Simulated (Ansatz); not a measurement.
Born–Oppenheimer molecular dynamics of CH7O2SbSi (12 atoms, charge 0, multiplicity 1). It starts from a relaxed structure.

Theory: RKS PBE/def2-SVP in Ansatz.

| Item | Value |
| --- | --- |
| ensemble | NVT, Langevin thermostat |
| time step | 0.5 fs |
| steps asked | 500 |
| set temperature | 700 K |
| friction | 0.02 /fs |
| seed | 172354 |

First frame:

```xyz
12
Properties=species:S:1:pos:R:3
O -1.700 -0.169 1.178
C -0.332 -0.556 1.211
Si 0.732 0.550 0.077
O 2.313 -0.043 0.157
Sb -0.220 0.487 -2.373
H -2.003 -0.256 0.253
H -0.167 -1.634 0.963
H 0.021 -0.423 2.257
H 0.654 1.990 0.531
H 2.997 0.507 -0.263
H -0.405 -1.236 -2.248
H -1.812 0.726 -1.710
```

Q: How far do the bonds stretch over the last three quarters of this one trajectory? (Pairs bonded in most of those frames.)

A: 
| bond | mean (Å) | spread (Å) | shortest | longest |
| --- | --- | --- | --- | --- |
| O1–C2 | 1.426 | 0.030 | 1.37 | 1.48 |
| O1–H6 | 0.982 | 0.029 | 0.91 | 1.06 |
| C2–Si3 | 1.932 | 0.077 | 1.78 | 2.10 |
| C2–H7 | 1.122 | 0.021 | 1.07 | 1.17 |
| C2–H8 | 1.128 | 0.048 | 1.03 | 1.25 |
| Si3–O4 | 1.709 | 0.054 | 1.58 | 1.82 |
| Si3–Sb5 | 2.755 | 0.065 | 2.65 | 2.86 |
| Si3–H9 | 1.525 | 0.054 | 1.42 | 1.65 |
| O4–H10 | 0.978 | 0.030 | 0.91 | 1.05 |
| Sb5–H11 | 1.748 | 0.064 | 1.63 | 1.88 |
| Sb5–H12 | 1.746 | 0.053 | 1.63 | 1.87 |

Mean temperature of the second half: 686 K. A run of 0.25 ps of so small a system gives no equilibrium averages.

Time of the run: 19 min on 4 threads of Arm Neoverse N1, with other jobs on the host, peak memory 0.19 GiB.
